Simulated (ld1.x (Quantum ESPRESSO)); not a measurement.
# Building the PAW potential for platinum (PBE, fully relativistic).

ld1.x (Quantum ESPRESSO) 7.5 was run on this input:

```
&input
   title='Pt', zed=78., rel=2, dft='PBE', iswitch=3,
   config='[Xe] 4f14 5d9.5 6s0.5 6p0', rel_dist='average',
   nld=5, rlderiv=1.90, eminld=-9.0, emaxld=5.0, deld=0.04
 /
 &inputp
   pseudotype=3, lpaw=.true., tm=.true., lloc=-1, rcloc=1.60,
   nlcc=.true., rcore=0.80,
   which_augfun='GAUSS', rmatch_augfun=1.20,
   file_pseudopw='Pt.UPF', file_wfcaegen='ae.wfc', file_wfcncgen='nc.wfc', file_beta='beta', file_chi='chi', file_wfcusgen='us.wfc'
 /
6
5S  1  0   2.00   0.00  1.25  1.35  0.0
6S  2  0   0.50   0.00  1.25  1.35  0.0
5P  2  1   6.00   0.00  1.55  1.75  0.0
6P  3  1   0.00   0.00  1.55  1.75  0.0
5D  3  2   9.50   0.00  1.25  1.50  0.0
5D  3  2   0.00   0.20  1.25  1.50  0.0
 &test
   configts(1)='5s2 5p6 5d9.5 6s0.5 6p0'
 /
```

Command:

```bash
ld1.x < Pt.in > Pt.out
```

Output (shortened: banner, matrices, multipoles, cross overlaps and the repeated all-electron block are left out):

```
Program LD1 v.7.5
 state nlj           5           2   1.5000000000000000       not converged
 state nlj           5           2   2.5000000000000000       not converged
 state nlj           6           1   1.5000000000000000       not converged
 state nlj           5           1  0.50000000000000000       not converged
 state nlj           5           1   1.5000000000000000       not converged
 state nlj           4           3   2.5000000000000000       not converged
 state nlj           4           3   3.5000000000000000       not converged
 state nlj           5           2   1.5000000000000000       not converged
 state nlj           5           2   2.5000000000000000       not converged
 state nlj           6           0  0.50000000000000000       not converged
 state nlj           6           1  0.50000000000000000       not converged
 state nlj           6           1   1.5000000000000000       not converged
 classical turning point too close to mesh           6           1           1
     --------------------------- All-electron run ----------------------------

     Pt
     dirac relativistic calculation

     atomic number is 78.00
     dft =PBE   lsd =0 sic =0 latt =0  beta=0.20 tr2=1.0E-14
     Exchange-correlation= PBE
                           (   1   4   3   4   0   0   0)
     mesh =1277 r(mesh) =  98.81913 a.u. xmin = -7.00 dx = 0.01250
     1 Ry =  13.60569312 eV, c = 137.03599908

     n l j   nl                  e(Ry)          e(Ha)          e(eV)
     Spin orbit split results
     1 0 0.5 1S 1( 2.00)     -5755.9299     -2877.9650    -78313.4159
     2 0 0.5 2S 1( 2.00)     -1010.2733      -505.1367    -13745.4691
     2 1 0.5 2P 1( 2.00)      -968.1319      -484.0660    -13172.1058
     2 1 1.5 2P 1( 4.00)      -841.0352      -420.5176    -11442.8668
     3 0 0.5 3S 1( 2.00)      -237.2090      -118.6045     -3227.3930
     3 1 0.5 3P 1( 2.00)      -218.3274      -109.1637     -2970.4949
     3 1 1.5 3P 1( 4.00)      -190.3880       -95.1940     -2590.3610
     4 0 0.5 4S 1( 2.00)       -50.8971       -25.4485      -692.4903
     4 1 0.5 4P 1( 2.00)       -42.8912       -21.4456      -583.5640
     4 1 1.5 4P 1( 4.00)       -36.2376       -18.1188      -493.0380
     3 2 1.5 3D 1( 4.00)      -159.0137       -79.5069     -2163.4918
     3 2 2.5 3D 1( 6.00)      -152.9932       -76.4966     -2081.5779
     5 0 0.5 5S 1( 2.00)        -7.3742        -3.6871      -100.3314
     5 1 0.5 5P 1( 2.00)        -4.8277        -2.4138       -65.6842
     5 1 1.5 5P 1( 4.00)        -3.7346        -1.8673       -50.8122
     4 2 1.5 4D 1( 4.00)       -23.1434       -11.5717      -314.8816
     4 2 2.5 4D 1( 6.00)       -21.9063       -10.9532      -298.0504
     4 3 2.5 4F 1( 6.00)        -5.1836        -2.5918       -70.5267
     4 3 3.5 4F 1( 8.00)        -4.9298        -2.4649       -67.0734
     5 2 1.5 5D 1( 3.80)        -0.4474        -0.2237        -6.0873
     5 2 2.5 5D 1( 5.70)        -0.3529        -0.1764        -4.8012
     6 0 0.5 6S 1( 0.50)        -0.3883        -0.1942        -5.2831
     6 1 0.5 6P 1( 0.00)        -0.0754        -0.0377        -1.0260
     6 1 1.5 6P 1( 0.00)        -0.0443        -0.0222        -0.6033
     Averaged results
     1 0     1S 1( 2.00)     -5755.9299     -2877.9650    -78313.4159
     2 0     2S 1( 2.00)     -1010.2733      -505.1367    -13745.4691
     2 1     2P 1( 6.00)      -883.4008      -441.7004    -12019.2798
     3 0     3S 1( 2.00)      -237.2090      -118.6045     -3227.3930
     3 1     3P 1( 6.00)      -199.7011       -99.8506     -2717.0723
     4 0     4S 1( 2.00)       -50.8971       -25.4485      -692.4903
     4 1     4P 1( 6.00)       -38.4555       -19.2277      -523.2133
     3 2     3D 1(10.00)      -155.4014       -77.7007     -2114.3434
     5 0     5S 1( 2.00)        -7.3742        -3.6871      -100.3314
     5 1     5P 1( 6.00)        -4.0990        -2.0495       -55.7695
     4 2     4D 1(10.00)       -22.4011       -11.2006      -304.7829
     4 3     4F 1(14.00)        -5.0386        -2.5193       -68.5534
     5 2     5D 1( 9.50)        -0.3907        -0.1953        -5.3156
     6 0     6S 1( 0.50)        -0.3883        -0.1942        -5.2831
     6 1     6P 1( 0.00)        -0.0547        -0.0273        -0.7442

     final scf error:  3.1E-15 reached in  30 iterations

     Etot =  -36893.539594 Ry,  -18446.769797 Ha, -501962.177930 eV

     Ekin =   42227.562139 Ry,   21113.781069 Ha,  574535.251789 eV
     Encl =  -92790.798741 Ry,  -46395.399370 Ha,-1262483.132301 eV
     Eh   =   14384.269247 Ry,    7192.134624 Ha,  195707.953178 eV
     Exc  =    -714.572239 Ry,    -357.286119 Ha,   -9722.250597 eV

     normalization and overlap integrals

     s(1S/1S) =  1.000000  <r> =   0.0171  <r2> =    0.0004  r(max) =   0.0106
     s(2S/2S) =  1.000000  <r> =   0.0717  <r2> =    0.0061  r(max) =   0.0612
     s(2P/2P) =  1.000000  <r> =   0.0591  <r2> =    0.0044  r(max) =   0.0459
     s(2P/2P) =  1.000000  <r> =   0.0675  <r2> =    0.0055  r(max) =   0.0526
     s(3S/3S) =  1.000000  <r> =   0.1865  <r2> =    0.0399  r(max) =   0.1726
     s(3P/3P) =  1.000000  <r> =   0.1768  <r2> =    0.0365  r(max) =   0.1622
     s(3P/3P) =  1.000000  <r> =   0.1923  <r2> =    0.0429  r(max) =   0.1770
     s(4S/4S) =  1.000000  <r> =   0.4149  <r2> =    0.1945  r(max) =   0.3890
     s(4P/4P) =  1.000000  <r> =   0.4179  <r2> =    0.1989  r(max) =   0.3890
     s(4P/4P) =  1.000000  <r> =   0.4518  <r2> =    0.2321  r(max) =   0.4193
     s(3D/3D) =  1.000000  <r> =   0.1676  <r2> =    0.0330  r(max) =   0.1378
     s(3D/3D) =  1.000000  <r> =   0.1723  <r2> =    0.0347  r(max) =   0.1413
     s(5S/5S) =  1.000000  <r> =   0.9540  <r2> =    1.0223  r(max) =   0.8657
     s(5P/5P) =  1.000000  <r> =   1.0365  <r2> =    1.2163  r(max) =   0.9215
     s(5P/5P) =  1.000000  <r> =   1.1380  <r2> =    1.4689  r(max) =   1.0058
     s(4D/4D) =  1.000000  <r> =   0.4617  <r2> =    0.2467  r(max) =   0.4141
     s(4D/4D) =  1.000000  <r> =   0.4729  <r2> =    0.2586  r(max) =   0.4246
     s(4F/4F) =  1.000000  <r> =   0.5126  <r2> =    0.3203  r(max) =   0.3842
     s(4F/4F) =  1.000000  <r> =   0.5200  <r2> =    0.3297  r(max) =   0.3890
     s(5D/5D) =  1.000000  <r> =   1.6777  <r2> =    3.4368  r(max) =   1.2439
     s(5D/5D) =  1.000000  <r> =   1.7773  <r2> =    3.8999  r(max) =   1.2915
     s(6S/6S) =  1.000000  <r> =   2.9881  <r2> =   10.3376  r(max) =   2.4128
     s(6P/6P) =  1.000000  <r> =   4.6829  <r2> =   26.6161  r(max) =   3.3814
     s(6P/6P) =  1.000000  <r> =   5.5643  <r2> =   37.8598  r(max) =   4.0281

     ------------------------ End of All-electron run ------------------------

     --------------------- Generating PAW atomic setup --------------------

      Generating local potential from pseudized AE potential:
      Matching radius rcloc =   1.6000

      Local pseudo, rcloc= 1.597 Estimated cut-off energy=    10.02 Ry

      Computing core charge for nlcc:

       r > 0.80 : true rho core
       r < 0.80 : rho core = a sin(br)/r    a=  36.98  b=   3.35

      Integrated core pseudo-charge :  11.62

     Fully relativistic calculation: |psi|^2

     Wfc 5S LC norm =  0.99944991 SC norm =  0.00054989 missing  0.00000020
     Speed at rcutus      0.976 a.u.,  v/c =  0.007122,  (v/c)^2 = -0.00005072

     Wfc 6S LC norm =  0.99994643 SC norm =  0.00005005 missing  0.00000352
     Speed at rcutus      0.460 a.u.,  v/c =  0.003358,  (v/c)^2 =  0.00001128

     Wfc 5P LC norm =  0.99953420 SC norm =  0.00046558 missing  0.00000022
     Speed at rcutus      0.583 a.u.,  v/c =  0.004256,  (v/c)^2 = -0.00001811

     Wfc 5P LC norm =  0.99960798 SC norm =  0.00039068 missing  0.00000134
     Speed at rcutus      0.541 a.u.,  v/c =  0.003951,  (v/c)^2 = -0.00001561

     Wfc 6P LC norm =  0.99998027 SC norm =  0.00001850 missing  0.00000123
     Speed at rcutus      0.371 a.u.,  v/c =  0.002709,  (v/c)^2 =  0.00000734

     Wfc 6P LC norm =  0.99998679 SC norm =  0.00001051 missing  0.00000270
     Speed at rcutus      0.217 a.u.,  v/c =  0.001581,  (v/c)^2 =  0.00000250

     Wfc 5D LC norm =  0.99980777 SC norm =  0.00019218 missing  0.00000005
     Speed at rcutus      1.526 a.u.,  v/c =  0.011139,  (v/c)^2 =  0.00012407

     Wfc 5D LC norm =  0.99982594 SC norm =  0.00016494 missing  0.00000912
     Speed at rcutus      1.523 a.u.,  v/c =  0.011115,  (v/c)^2 =  0.00012355
      Wfc-us  5S rcutus= 1.341  Estimated cut-off energy=    29.76 Ry
      Wfc-us  6S rcutus= 1.341  Estimated cut-off energy=    56.47 Ry
      Wfc-us  5P rcutus= 1.765  Estimated cut-off energy=    27.99 Ry
      Wfc-us  5P rcutus= 1.765  Estimated cut-off energy=    27.44 Ry
      Wfc-us  6P rcutus= 1.765  Estimated cut-off energy=    51.96 Ry
      Wfc-us  6P rcutus= 1.765  Estimated cut-off energy=    50.10 Ry
      Wfc-us  5D rcutus= 1.482  Estimated cut-off energy=    51.57 Ry
      Wfc-us  5D rcutus= 1.482  Estimated cut-off energy=    51.33 Ry
      Wfc-us  5D rcutus= 1.482  Estimated cut-off energy=    53.13 Ry
      Wfc-us  5D rcutus= 1.482  Estimated cut-off energy=    52.56 Ry

     Required augmentation: GAUSS   radius:    1.200000
     Message from routine us2paw:
     GAUSS augmentation functions are ususally harder than BESSEL; use BESSEL instead unless you have discontinuity in local potential

     Estimated PAW energy = -922.654570 Ryd

     ------------------- End of pseudopotential generation -------------------

 state nlj           5           2   1.5000000000000000       not converged
 state nlj           5           2   2.5000000000000000       not converged
 state nlj           6           1   1.5000000000000000       not converged
 state nlj           5           1  0.50000000000000000       not converged
 state nlj           5           1   1.5000000000000000       not converged
 state nlj           4           3   2.5000000000000000       not converged
 state nlj           4           3   3.5000000000000000       not converged
 state nlj           5           2   1.5000000000000000       not converged
 state nlj           5           2   2.5000000000000000       not converged
 state nlj           6           0  0.50000000000000000       not converged
 state nlj           6           1  0.50000000000000000       not converged
 state nlj           6           1   1.5000000000000000       not converged
 classical turning point too close to mesh           6           1           1
     Computing logarithmic derivative in   1.89091
     Computing logarithmic derivative in   1.89091
     Computing the partial wave expansion
     R is outside the sphere for l=    0 j= 0.50
     R is outside the sphere for l=    0 j= 0.50
     R is outside the sphere for l=    1 j= 0.50
     R is outside the sphere for l=    1 j= 0.50
     R is outside the sphere for l=    1 j= 1.50
     R is outside the sphere for l=    1 j= 1.50
     R is outside the sphere for l=    2 j= 1.50
     R is outside the sphere for l=    2 j= 1.50
     R is outside the sphere for l=    2 j= 2.50
     R is outside the sphere for l=    2 j= 2.50

     ---------------------- Testing the pseudopotential ----------------------

     Pt
     dirac relativistic calculation

     atomic number is 78.00   valence charge is 18.00
     dft = SLA  PW   PBX  PBC   lsd =0 sic =0 latt =0  beta=0.20 tr2=1.0E-14
     mesh =1277 r(mesh) =  98.81913 xmin = -7.00 dx = 0.01250

     n l  j  nl             e AE (Ry)       e PS (Ry)    De AE-PS (Ry)
     1 0 0.5 5S   1( 2.00)       -7.37422       -7.37421       -0.00001
     2 1 0.5 5P   1( 2.00)       -4.82770       -4.82769       -0.00001
     2 1 1.5 5P   1( 4.00)       -3.73462       -3.73462       -0.00001
     3 2 1.5 5D   1( 3.80)       -0.44740       -0.44739       -0.00001
     3 2 2.5 5D   1( 5.70)       -0.35288       -0.35289        0.00001
     2 0 0.5 6S   1( 0.50)       -0.38830       -0.38830       -0.00001
     3 1 0.5 6P   1( 0.00)       -0.07541       -0.07540       -0.00000
     3 1 1.5 6P   1( 0.00)       -0.04434       -0.04434        0.00000

     eps = 8.6E-16  iter =  8

     Etot =  -36893.539594 Ry,  -18446.769797 Ha, -501962.177930 eV
     Etotps =  -922.654546 Ry,    -461.327273 Ha,  -12553.354612 eV

     Ekin =     426.288031 Ry,     213.144016 Ha,    5799.944138 eV
     Encl =    -839.193418 Ry,    -419.596709 Ha,  -11417.808115 eV
     Ehrt =     204.823183 Ry,     102.411592 Ha,    2786.761378 eV
     Ecxc =    -714.572343 Ry,    -357.286171 Ha,   -9722.252012 eV
     (Ecc =     -29.069673 Ry,     -14.534837 Ha,    -395.513051 eV)

     ---------------------- End of pseudopotential test ----------------------
```

Generation and configuration tests took about 9.3 s on one core of a shared server CPU.

Transferability test of the new file with ld1.x, input:

```
&input
   title='Pt', zed=78., rel=2, dft='PBE', iswitch=2,
   config='[Xe] 4f14 5d9.5 6s0.5 6p0', rel_dist='average'
 /
 &test
   file_pseudo='Pt.UPF', nconf=8,
   configts(1)='5s2 5p6 5d9.5 6s0.5 6p0',
   configts(2)='5s2 5p6 5d9 6s1 6p0',
   configts(3)='5s2 5p6 5d9 6s0 6p0',
   configts(4)='5s2 5p6 5d8 6s0 6p0',
   configts(5)='5s1 5p6 5d9 6s1 6p0',
   configts(6)='5s2 5p6 5d7 6s0 6p0',
   configts(7)='5s2 5p6 5d8 6s2 6p0',
   configts(8)='5s2 5p5 5d9 6s1 6p0'
 /
```

```bash
ld1.x < Pt.test.in > Pt.test.out
```

Pseudopotential blocks of its output, shortened (energy terms left out):

```
     ---------------------- Testing the pseudopotential ----------------------

     n l  j  nl             e AE (Ry)       e PS (Ry)    De AE-PS (Ry)
     1 0 0.5 5S   1( 2.00)       -7.37422       -7.37421       -0.00001
     2 1 0.5 5P   1( 2.00)       -4.82770       -4.82769       -0.00001
     2 1 1.5 5P   1( 4.00)       -3.73462       -3.73462       -0.00001
     3 2 1.5 5D   1( 3.80)       -0.44740       -0.44739       -0.00001
     3 2 2.5 5D   1( 5.70)       -0.35288       -0.35289        0.00001
     2 0 0.5 6S   1( 0.50)       -0.38830       -0.38830       -0.00001
     3 1 0.5 6P   1( 0.00)       -0.07541       -0.07540       -0.00000
     3 1 1.5 6P   1( 0.00)       -0.04434       -0.04434        0.00000

     eps = 8.6E-16  iter =  8

     Etot =  -36893.539594 Ry,  -18446.769797 Ha, -501962.177931 eV
     Etotps =  -922.654546 Ry,    -461.327273 Ha,  -12553.354612 eV

     ---------------------- End of pseudopotential test ----------------------

          ---------------------- Testing the pseudopotential ----------------------

     n l  j  nl             e AE (Ry)       e PS (Ry)    De AE-PS (Ry)
     1 0 0.5 5S   1( 2.00)       -7.46584       -7.46552       -0.00032
     2 1 0.5 5P   1( 2.00)       -4.91658       -4.91642       -0.00015
     2 1 1.5 5P   1( 4.00)       -3.81987       -3.81970       -0.00017
     3 2 1.5 5D   1( 3.60)       -0.51273       -0.51266       -0.00007
     3 2 2.5 5D   1( 5.40)       -0.41513       -0.41510       -0.00003
     2 0 0.5 6S   1( 1.00)       -0.41712       -0.41718        0.00006
     3 1 0.5 6P   1( 0.00)       -0.08921       -0.08918       -0.00002
     3 1 1.5 6P   1( 0.00)       -0.05396       -0.05395       -0.00001

     eps = 7.9E-15  iter = 12

     Etot =  -36893.529861 Ry,  -18446.764931 Ha, -501962.045513 eV
     Etotps =  -922.644831 Ry,    -461.322415 Ha,  -12553.222430 eV
     dEtot_ae =       0.009733 Ry
     dEtot_ps =       0.009715 Ry,   Delta E=       0.000017 Ry

     ---------------------- End of pseudopotential test ----------------------

          ---------------------- Testing the pseudopotential ----------------------

     n l  j  nl             e AE (Ry)       e PS (Ry)    De AE-PS (Ry)
     1 0 0.5 5S   1( 2.00)       -8.07004       -8.06971       -0.00033
     2 1 0.5 5P   1( 2.00)       -5.52292       -5.52259       -0.00032
     2 1 1.5 5P   1( 4.00)       -4.42856       -4.42841       -0.00015
     3 2 1.5 5D   1( 3.60)       -1.11359       -1.11358       -0.00001
     3 2 2.5 5D   1( 5.40)       -1.01283       -1.01285        0.00002
     2 0 0.5 6S   1( 0.00)       -0.94733       -0.94728       -0.00004
     3 1 0.5 6P   1( 0.00)       -0.54153       -0.54168        0.00015
     3 1 1.5 6P   1( 0.00)       -0.47186       -0.47191        0.00004

     eps = 6.2E-15  iter = 14

     Etot =  -36892.852916 Ry,  -18446.426458 Ha, -501952.835210 eV
     Etotps =  -921.967876 Ry,    -460.983938 Ha,  -12544.011989 eV
     dEtot_ae =       0.686677 Ry
     dEtot_ps =       0.686670 Ry,   Delta E=       0.000007 Ry

     ---------------------- End of pseudopotential test ----------------------

          ---------------------- Testing the pseudopotential ----------------------

     n l  j  nl             e AE (Ry)       e PS (Ry)    De AE-PS (Ry)
     1 0 0.5 5S   1( 2.00)       -9.00286       -9.00121       -0.00165
     2 1 0.5 5P   1( 2.00)       -6.44912       -6.44789       -0.00124
     2 1 1.5 5P   1( 4.00)       -5.34558       -5.34477       -0.00081
     3 2 1.5 5D   1( 3.20)       -1.96845       -1.96821       -0.00024
     3 2 2.5 5D   1( 4.80)       -1.85787       -1.85770       -0.00018
     2 0 0.5 6S   1( 0.00)       -1.62654       -1.62665        0.00011
     3 1 0.5 6P   1( 0.00)       -1.13454       -1.13551        0.00097
     3 1 1.5 6P   1( 0.00)       -1.02595       -1.02607        0.00013

     eps = 8.2E-16  iter = 14

     Etot =  -36891.384325 Ry,  -18445.692162 Ha, -501932.854004 eV
     Etotps =  -920.499346 Ry,    -460.249673 Ha,  -12524.031617 eV
     dEtot_ae =       2.155269 Ry
     dEtot_ps =       2.155200 Ry,   Delta E=       0.000069 Ry

     ---------------------- End of pseudopotential test ----------------------
```

The test run then stopped with an error in new_paw_hamiltonian: “negative rho”.
